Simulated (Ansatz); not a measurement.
Ansatz (a first-principles code) input (B2GP-PLYP/def2-TZVPD):

Ansatz 0.2 input:
```yaml
crystal:
  periodic: [false, false, false]
  atoms:
    - {symbol: Zn, position_ang: [0.08062821, 0.01543107, 0.04053830]}
    - {symbol: H, position_ang: [-1.05266009, -1.14082203, -0.57371648]}
    - {symbol: H, position_ang: [-1.36618618, 0.67788989, -0.64243240]}
basis:
  gaussian:
    orbitals: def2-TZVPD
hamiltonian:
  xc: {name: B2GP-PLYP}
magnetization: {spin_polarized: true, initial_magnetization: 2}
correlation: {electrons: outside_noble_gas}
```

Output:

```
Functional definition: B2GP-PLYP
integrals: 0.03 GiB planned
573 factors; integrals over basis functions are off by at most 1.1e-3 eV
mean field: 0.24 GiB planned
mean field evaluation 1: about -48431.4728 eV, gradient 9.5e0 eV
mean field evaluation 2: about -48431.5152 eV, gradient 9.5e0 eV
mean field evaluation 4: about -48431.9474 eV, gradient 1.4e0 eV
mean field evaluation 8: about -48431.9700 eV, gradient 3.8e-2 eV
mean field evaluation 16: about -48431.9700 eV, gradient 1.7e-5 eV
mean field -48431.97001335 eV, -1779.8420696221 hartree, gradient 3.4e-6 eV, S^2 2.021880; 0 other end points of the search recorded, 0 dependent functions left out
9 core orbitals not correlated
reference -48431.97010794 eV, -1779.8420730982 hartree; 8, 6 occupied and 52, 54 virtual orbitals, 573 factors
second order -12.92219984 eV of doubles, -0.00000000 eV of singles
Total energy: -48436.62209988 eV, -1780.0130306489 hartree
```

The spin state was set by rule; other spins were not relaxed.
